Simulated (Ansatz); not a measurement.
Basis sets compared for Al₆As₇H₂₀⁺, a cluster cut from zinc blende AlAs (hydrogen-capped). Total charge 1; singlet. Geometry PBE-D4/def2-SVP. Ansatz on 2 threads of AMD EPYC 7R13 on a shared host and a share (18 GiB) of an NVIDIA H100 80GB HBM3; times are rough, and most runs start from earlier orbitals.

```
atom    x (Å)    y (Å)    z (Å)
 As1   1.5424   2.4907   2.0703
 As2  -2.8200  -0.5983  -2.6326
 As3  -1.8067   0.6967   1.4594
 As4   0.2945   1.5281  -1.6331
 As5   3.3624  -0.2927   0.1938
 As6  -0.0699  -2.1839  -0.5406
 As7   1.0830  -1.2027   3.1365
 Al8  -1.7584   1.6480  -3.1669
 Al9  -0.4266   2.5613   0.4783
Al10   2.8915   0.4305   2.5390
Al11  -1.8794  -2.9178  -2.1994
Al12  -0.9505  -1.6616   1.6980
Al13   1.5496  -0.6059  -1.5543
 H14   1.1956   3.1434   3.4030
 H15   2.5407   3.5334   1.5849
 H16  -3.8243  -0.7970  -3.7636
 H17  -3.8550  -0.3394  -1.5385
 H18  -2.4189   1.1371   2.7825
 H19  -3.0924   0.6245   0.6454
 H20   1.2768   2.5553  -2.1900
 H21   4.4523   0.6375  -0.3254
 H22   4.2037  -1.5591   0.2977
 H23   0.7481  -3.4422  -0.2566
 H24   0.6857  -0.9508   4.5857
 H25   1.7796  -2.5409   3.3440
 H26  -2.6693   2.7686  -2.4755
 H27  -1.2292   1.5922  -4.6690
 H28  -1.1188   3.9901   0.5104
 H29   4.0914   0.5717   3.5686
 H30  -2.9531  -3.7451  -1.3562
 H31  -1.0903  -3.3604  -3.5125
 H32  -1.9624  -2.6418   2.4316
 H33   2.2278  -1.0694  -2.9149
```

The 6-31G sets use Cartesian d functions. B3LYP takes the VWN-RPA correlation. Single mean-field runs in def2-SVP, def2-TZVP are fitted with def2-universal-jkfit.

```csv
level,functions,energy (Eh),HOMO (eV),LUMO (eV),wall time
PBE-D4/def2-SVP,432,-17112.2443,-9.13,-5.45,7.5 s
B3LYP-D4/6-31G,321,-17115.5647,-9.99,-4.63,9 s
PBE0-D4/def2-SVP,432,-17112.8837,-10.20,-4.73,6.5 s
```

Question: Estimate the rows for PBE-D4/def2-TZVP, B3LYP-D4/def2-TZVP (with forces), PBE0-D4/def2-TZVP (with forces).

Answer: 
```csv
level,functions,energy (Eh),HOMO (eV),LUMO (eV),wall time
PBE-D4/def2-TZVP,678,-17114.6912,-9.15,-5.52,8.5 s
B3LYP-D4/def2-TZVP (with forces),678,-17118.3696,-10.01,-4.95,14 s
PBE0-D4/def2-TZVP (with forces),678,-17115.3162,-10.19,-4.79,13 s
```
